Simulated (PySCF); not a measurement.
SMILES CC[O][GeH]([O]C)[O]C (C4H12GeO3), singlet (GFN2-xTB optimised geometry):

```
20

Ge    -0.718     0.229     0.000
O      1.020     0.229     0.000
C      1.889    -0.879    -0.157
O     -1.232    -0.675    -1.394
C     -2.498    -1.277    -1.609
O     -1.488    -0.623     1.339
C     -1.453    -0.310     2.717
C     -0.086    -0.552     3.339
H     -0.990     1.705     0.000
H      2.898    -0.475    -0.257
H      1.848    -1.538     0.713
H      1.639    -1.454    -1.050
H     -2.898    -1.705    -0.690
H     -3.207    -0.546    -2.003
H     -2.350    -2.068    -2.345
H     -2.201    -0.962     3.182
H     -1.752     0.731     2.878
H      0.650     0.099     2.871
H      0.214    -1.586     3.187
H     -0.121    -0.344     4.405
```

Level of theory: PBE0/def2-SVP in PySCF.

### Question
What are the frontier orbital energies and the dipole moment?

### Answer
HOMO-2 -7.93 eV, HOMO-1 -7.85 eV, HOMO -7.75 eV, LUMO 1.37 eV, LUMO+1 1.62 eV; dipole moment 1.34 D.

On the same geometry PySCF with PBE/def2-SVP gives HOMO-2 -6.29 eV, HOMO-1 -6.19 eV, HOMO -6.13 eV, LUMO 0.28 eV, LUMO+1 0.72 eV; dipole moment 1.23 D.

Meta-Löwdin charges at PBE0/def2-SVP: Ge1 1.20, O2 -0.59, C3 -0.08, O4 -0.59, C5 -0.07, O6 -0.60, C7 0.05, C8 -0.31, H9 -0.10, H10 0.11, H11 0.09, H12 0.10, H13 0.10, H14 0.09, H15 0.11, H16 0.10, H17 0.08, H18 0.10, H19 0.10, H20 0.10.
